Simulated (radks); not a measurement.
Removal energies from the antimony ion Sb11+, [Kr] 4d4, by Delta-SCF beside the eigenvalue of the level emptied. All-electron calculation, non-relativistic Kohn-Sham, PBE, spin-polarised, spherical densities, point nucleus. Program: a radial shooting solver on a logarithmic mesh with Libxc functionals. Open shells are filled with parallel spins first.

| removed from | final configuration | Delta-SCF (eV) | -eigenvalue (eV) |
|---|---|---|---|
| 4d | [Kr] 4d3 | 242.02 | 229.52 |
| 4p | [Ar] 3d10 4s2 4p5 4d4 | 306.58 | 293.80 |
| 4s | [Ar] 3d10 4s1 4p6 4d4 | 347.29 | 334.19 |
| 3d | [Ar] 3d9 4s2 4p6 4d4 | 770.62 | 741.39 |
